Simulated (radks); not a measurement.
Spherical jellium clusters: N electrons in a uniform positive sphere of charge N and radius rs N^(1/3), rs = 5.89 bohr. Method: non-relativistic Kohn-Sham, LDA (Slater exchange, Perdew-Wang correlation), spin-polarised, spherical densities; computed with a radial shooting solver with Libxc functionals. Levels are named by radial order and angular momentum (1s, 1p, 1d, 2s, ...), and open shells are averaged over m.

N = 23, configuration 1s2 1p6 1d10 2s2 1f(up 3, down 0). This is the lowest configuration that the search found. Occupied and some empty levels:

level,occupation,eigenvalue (eV),<r> (bohr)
1s up,1,-3.2918,10.98
1s down,1,-3.2128,10.63
1p up,3,-3.0033,12.32
1p down,3,-2.9029,12.18
1d up,5,-2.5955,13.26
1d down,5,-2.4847,13.22
2s up,1,-2.2322,9.814
2s down,1,-2.1899,10.01
1f up,3,-2.0883,14.05
1f down,0,-1.9738,14.07
2p up,0,-1.5953,11.83
2p down,0,-1.5466,11.88
1g up,0,-1.4984,14.80
1g down,0,-1.3853,14.87
2d up,0,-0.96767,13.98
2d down,0,-0.91308,14.05

Energy (eV): total -40.4020, kinetic 20.169, external -1029.0, Hartree 514.00, exchange-correlation -61.161, background 515.62.

Electron density:

r (bohr),n(r) (e/bohr^3)
0.523,0.001726
1.84,0.001625
3.15,0.001443
4.46,0.001239
5.78,0.001086
7.09,0.001039
8.41,0.001112
9.72,0.001264
11.0,0.001402
12.3,0.001412
13.7,0.001221
15.0,0.0008646
16.3,0.0004907
17.6,0.0002251
18.9,0.00008972
20.2,0.00003219
21.6,0.00001089
22.9,3.535e-06
24.2,1.105e-06
25.5,3.430e-07
